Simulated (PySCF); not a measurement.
A GIAO shielding run with PySCF 2.14.0 with density-fitted response routines (density fitting, non-relativistic, gas phase) on `CC(C)O[SiH2]S[SiH3]`, C$_{3}$H$_{12}$OSSi$_{2}$:

```
{"job": {"kind": "nmr", "xc": "PBE0", "basis": "pcSseg-1"}, "charge": 0, "multiplicity": 1}
C     -1.541021    -0.251481     1.437874
C     -1.268004    -0.035011    -0.046176
C     -1.493707     1.415798    -0.456901
O      0.073455    -0.370285    -0.317070
Si     0.654695    -1.598215    -1.189041
S      2.751099    -1.264458    -1.051030
Si     2.856788     0.453919     0.239617
H     -0.868322     0.367291     2.026536
H     -2.568054     0.013195     1.673028
H     -1.374556    -1.293434     1.699990
H     -1.925396    -0.688162    -0.635480
H     -1.266664     1.541400    -1.512662
H     -0.839490     2.066225     0.118602
H     -2.527229     1.699910    -0.280076
H      0.331351    -2.897536    -0.609585
H      0.244547    -1.526426    -2.586805
H      2.203013     1.589921    -0.395787
H      4.292907     0.652282     0.350491
H      2.254785     0.134318     1.527010
```

Hardware: 1 thread of an x86-64 server CPU, shared host. The job also computes population analyses, field gradients.

(1) How large is the calculation?

(2) How long does it take?

Results:

(1) 82 electrons, 200 basis functions and 1109 auxiliary functions.

(2) 27 s of wall time, with 12 SCF cycles and 4 response iterations. Times on a shared host scatter by some tens of per cent.
